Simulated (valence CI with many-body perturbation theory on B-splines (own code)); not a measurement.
Results of a calculation; reference values are marked as such.
# Basis-set convergence for Xe48+

Method: valence CI with perturbative core correlation (CI+MBPT): four valence electrons over a frozen Dirac-Fock core [He], radial functions for each j: 9 s, 9 p, 8 d, 6 f, 3 g, 1 h, with the one-electron correlation potential Σ1, the two-electron term Σ2, the three-electron term Σ3, Breit, model QED; selected CI, second order for the rest, scaled by the run's own slope (own B-spline code, finite nucleus).

The last digits are not significant, and no measured levels were compared; by estimate large intervals hold to a few tenths of a per cent, small ones and those within an open d or f shell to about a per cent.

The reference run has the lowest level (2s^2 2p1/2^2) J=0 and an ionisation energy of 8972.36 eV. Its largest variational space holds 19999 state functions.

Levels are named by their leading jj configuration (3d3/2^4 stands for four electrons in 3d with j = 3/2), which in mixed levels can hold well under half, so a name can repeat and another be missing. Letters in brackets count levels of one name in rising energy.

Changed runs:
A. basis 6 s, 6 p, 5 d, 3 f, 1 g
B. basis 5 s, 5 p, 4 d, 2 f

Excitation energies of the reference run in cm⁻¹, and shifts in cm⁻¹:

| Level | Reference | A | B |
| --- | --- | --- | --- |
| (2s^2 2p1/2 2p3/2) J=1 | 2682350 | -25 | -201 |
| (2s^2 2p1/2 2p3/2) J=2 | 2808720 | +100 | +141 |
| (2s 2p1/2^2 2p3/2) J=2 | 4180850 | -59 | -274 |
| (2s 2p1/2^2 2p3/2) J=1 | 4671780 | +79 | +254 |
| (2s^2 2p3/2^2) J=2 | 5592100 | +51 | -41 |
| (2s^2 2p3/2^2) J=0 | 5918910 | +74 | +222 |
| (2s 2p1/2 2p3/2^2) J=2 [a] | 6734440 | -114 | -515 |
| (2s 2p1/2 2p3/2^2) J=3 | 7015890 | +97 | +39 |
| (2s 2p1/2 2p3/2^2) J=0 | 7315720 | +3.4 | +60 |
| (2s 2p1/2 2p3/2^2) J=1 [a] | 7435290 | +66 | +106 |
| (2s 2p1/2 2p3/2^2) J=2 [b] | 7517800 | +188 | +437 |
| (2s 2p1/2 2p3/2^2) J=1 [b] | 7545740 | +112 | +318 |
| Ionisation energy (eV) | 8972.36 | -0.011 | -0.09 |
